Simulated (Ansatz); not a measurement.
A single point on C$_{2}$H$_{6}$BrFSi, SMILES `C[SiH2]C(F)Br`.

```yaml
crystal:
  periodic: [false, false, false]
  atoms:
    - {symbol: C, position_ang: [-1.060212, 0.338142, -1.111298]}
    - {symbol: Si, position_ang: [0.146555, -0.772615, -0.235311]}
    - {symbol: C, position_ang: [0.854742, 0.110993, 1.299880]}
    - {symbol: F, position_ang: [-0.140969, 0.463170, 2.170030]}
    - {symbol: Br, position_ang: [1.800410, 1.725236, 0.730326]}
    - {symbol: H, position_ang: [-0.563518, 1.238758, -1.476127]}
    - {symbol: H, position_ang: [-1.862541, 0.636347, -0.433012]}
    - {symbol: H, position_ang: [-1.507210, -0.180623, -1.962299]}
    - {symbol: H, position_ang: [1.310303, -1.147412, -1.077976]}
    - {symbol: H, position_ang: [-0.515081, -2.009070, 0.264190]}
    - {symbol: H, position_ang: [1.602920, -0.459729, 1.852298]}
basis:
  gaussian: {orbitals: def2-QZVPP}
correlation: {method: mp2}
```

```sh
$ ansatz run in.yaml --threads 2 --pin off --events-out ev --progress --plain --max-ram 22528MiB --backend cuda --devices 0, --max-vram 18GiB
```

Output, abridged:

```
Functional definition: HF
3095 factors; integrals over basis functions are off by at most 6.3e-4 eV
mean field evaluation 1: about -82723.7743 eV, gradient 3.5e1 eV
mean field evaluation 2: about -82723.9169 eV, gradient 3.5e1 eV
mean field evaluation 4: about -82727.0523 eV, gradient 4.3e0 eV
mean field evaluation 8: about -82727.1155 eV, gradient 2.7e-1 eV
mean field evaluation 16: about -82727.1159 eV, gradient 2.2e-6 eV
mean field -82727.11594556 eV, -3040.1654365462 hartree, gradient 2.2e-6 eV, S^2 0.000000; 0 other end points of the search recorded, 0 dependent functions left out
17 core orbitals not correlated: weight in the atoms' cores, before any rotation towards them, 1.000 or more for the frozen orbitals, at most 0.000 for the correlated occupied ones
reference -82727.11594556 eV, -3040.1654365462 hartree; 21, 21 occupied and 472, 472 virtual orbitals, 3095 factors
second order -37.33712367 eV of doubles, -0.00000000 eV of singles
Total energy: -82764.45306923 eV, -3041.5375505332 hartree
```

Run time 4.1 s (2 threads of an AMD EPYC 7R13 on a shared host and a share of an NVIDIA H100 80 GB); peak host memory 1.1 GiB.
